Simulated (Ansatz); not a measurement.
The same path of CH₃FSSi (7 atoms, charge 0, multiplicity 1) was run twice with different band settings. Lost on the way: Si3–H6. Made: C2–H6.

Level of theory: RKS PBE/STO-3G (Ansatz).

Relaxed end points:

```xyz
7
Properties=species:S:1:pos:R:3
F 0.590 -2.057 1.127
C 0.048 -1.105 0.293
Si 0.545 0.590 0.268
S -0.745 1.917 -0.783
H -0.378 -1.579 -0.630
H 0.798 1.139 1.597
H -0.857 1.094 -1.872
```

```xyz
7
Properties=species:S:1:pos:R:3
F 0.827 -1.672 1.214
C 0.180 -0.652 0.471
Si 1.399 0.657 -0.378
S -0.145 1.797 -1.277
H -0.470 -1.125 -0.321
H -0.539 -0.101 1.146
H -1.252 1.096 -0.855
```

Common settings: movable images 7; climbing image yes; spring 5.0 eV/Å²; optimiser quadratic models (default); start path through a guess of the saddle point; iteration limit 60; end points relaxed.

| run | force threshold |
| --- | --- |
| 1 | 0.05 eV/Å |
| 2 | 0.2 eV/Å |

Q: What does each run give, and how far can it be trusted?

A: Run 1: converged after 10 iterations, highest image 1.296 eV above the first end. A vibrational analysis at the climbing image gives one clearly imaginary mode, 1015i cm⁻¹: a first-order saddle point.
Run 2: converged after 9 iterations, highest image 1.296 eV above the first end. The threshold of 0.2 eV/Å is loose, so the images may lie well off the minimum-energy path. Another band between the same ends (7 images) ends at a top of the same energy, where a vibrational analysis finds 1 clearly imaginary mode.
The orbitals stay closed-shell, which can raise the energy where a bond breaks towards radicals; this wasn't checked here. Limits of this set-up: minimal basis.
